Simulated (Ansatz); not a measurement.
A structure relaxed at r2SCAN-D4/def2-SVP in Ansatz, charge 0, doublet:

```xyz
7

Li   -0.8300    1.7778    0.4073
Li    0.9100   -1.8893    1.9415
Li    0.3503   -0.8819   -0.7276
Br   -0.9050   -0.3601    1.5638
Br   -2.1003    2.4821   -1.5170
Br    0.6496    1.4262   -1.6309
Br    1.9254   -2.5549   -0.0371
```

Question: Give its formula.

Answer: the cluster Li₃Br₄.

Question: Summarise the bond lengths by kind (pairs closer than 1.2 times the sum of covalent radii, bridged metal pairs left out).

Answer: 8 × Br–Li 2.32 to 2.66 Å.

In the doublet, Br5 and Br6 lie 2.95 Å apart (atoms count from 1), so these atoms are partly bonded to each other. Another isomer (doublet) lies 0.19 eV lower at PBE0-D4/def2-TZVP; other spin states weren't run for this one.
